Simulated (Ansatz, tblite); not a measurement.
Forces on Ta4 at its PBE-D4/def2-SVP geometry. Total charge 0; singlet.

In the def2 sets Ta takes a core potential; there is no spin–orbit coupling. The xTB rows come from tblite. The structure comes from a short search, and lower isomers may exist.

GFN1-xTB (tblite), largest force 4.42 eV/Å:

```xyz
4
positions Å, forces eV/Å
Ta   -0.597   -1.137   -0.906   -1.678   -3.199   -2.548
Ta   -0.951    0.246    1.227   -2.675    0.690    3.452
Ta    0.128    1.324   -0.837    0.362    3.725   -2.357
Ta    1.420   -0.433    0.517    3.992   -1.217    1.453
```

GFN2-xTB (tblite), largest force 52.44 eV/Å:

```
Ta 19.912 37.938 30.231
Ta 31.740 -8.208 -40.924
Ta -4.277 -44.170 27.928
Ta -47.375 14.440 -17.235
```

B97M-V/def2-TZVP (Ansatz), largest force 0.05 eV/Å:

```
Ta -0.020 -0.038 -0.030
Ta -0.031 0.008 0.041
Ta 0.005 0.045 -0.029
Ta 0.046 -0.014 0.017
```
